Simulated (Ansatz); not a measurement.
Molecule: P₂O₂, net charge 0, singlet state. 
Structure (B3LYP-D3(BJ)/def2-TZVP (Ansatz, a first-principles code) minimum search):
```xyz
4

P      1.2378    -0.0144    -0.0122
P     -1.2378     0.0144     0.0122
O      0.0129     1.1058     0.0045
O     -0.0129    -1.1058    -0.0045
```

Atomisation energy built up term by term with Ansatz (kcal/mol; UHF references for open shells; valence terms freeze the core; atomic spin-orbit terms are left out). Basis-set limits of correlation are two-point, X^-3; Hartree-Fock from the larger set.

The Hartree-Fock reference is unstable (checked in the largest basis), which strains HF and MP2. 

```tsv
term	basis	kcal/mol
Hartree-Fock	cc-pV(Q+d)Z	135.39
CCSD correlation	CBS(cc-pV(T+d)Z,cc-pV(Q+d)Z)	[?]
(T)	CBS(cc-pV(T+d)Z,cc-pV(Q+d)Z)	[?]
core correlation	cc-pwCVTZ	1.39
scalar relativity (X2C)	cc-pVTZ-DK against cc-pVTZ	-0.92
sum: De		[?]
```

**Question.** Fill in the missing entries.

**Answer.** 
- CCSD correlation, kcal/mol: 177.30
- (T), kcal/mol: 22.19
- sum: De, kcal/mol: 335.3
